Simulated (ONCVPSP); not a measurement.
## Plane-wave convergence, ONCV potential for krypton

ONCVPSP 4.0.1 input, shortened (lines: element, Z, core and valence counts, functional; n l f; lmax; l rc ep ncon nbas qcut; lloc lpopt rc5 dvloc0; l nproj debl; icmod fcfact rcfact), PBE, scalar-relativistic:

```
  Kr 36.00    5    3        4      upf
    1    0    2.00
    2    0    2.00
    2    1    6.00
    3    0    2.00
    3    1    6.00
    3    2   10.00
    4    0    2.00
    4    1    5.00
    2
    0    1.25    0.00    4    7    5.30
    1    1.50    0.00    5    9    4.80
    2    0.70    0.00    3    8   25.30
    4    5    0.55    6.00
    0    3    3.60
    1    3    3.20
    2    3    0.80
    0    0.00    0.00
```

In the d channel the program set the typed energies aside and used -3.429, 0.250, 1.050 Ha.

Problem. For each optimised wave give the share of its norm inside rc, the residual kinetic energy above qcut (Ha) and the cutoffs (Ha) for errors of 10, 1, 0.1 and 0.01 mHa per electron.

Solution.

```
         wave  norm inside rc  residual KE  10 mHa  1 mHa  0.1 mHa  0.01 mHa
           4s           0.311      1.2e-03    10.7   14.6     46.6      83.2
s projector 2           0.063      7.1e-03    12.3   88.4    111.1     141.6
s projector 3           0.042      2.5e-02    16.5   87.1    150.3     194.1
           4p           0.352      3.4e-03     6.1   21.5     84.1     107.4
p projector 2           0.083      8.2e-03    10.8   72.4    140.8     157.0
p projector 3           0.060      5.2e-02    31.8   68.1    146.1     180.8
           3d           0.761      7.7e-08   193.9  229.1    258.1     280.3
d projector 2           0.035      1.5e-08   154.7  198.4    235.1     264.1
d projector 3           0.020      1.2e-08   145.0  191.4    229.6     260.6
```

The occupied waves need 229 Ha and 258 Ha for 1 and 0.1 mHa. Note: ghosts flagged at negative energy: s at -578.7 eV, s at -224.6 eV, p at -12269.2 eV; GHOST(+) flagged for p at 173.2 eV. A true bound ghost makes a file unfit for plane-wave use.
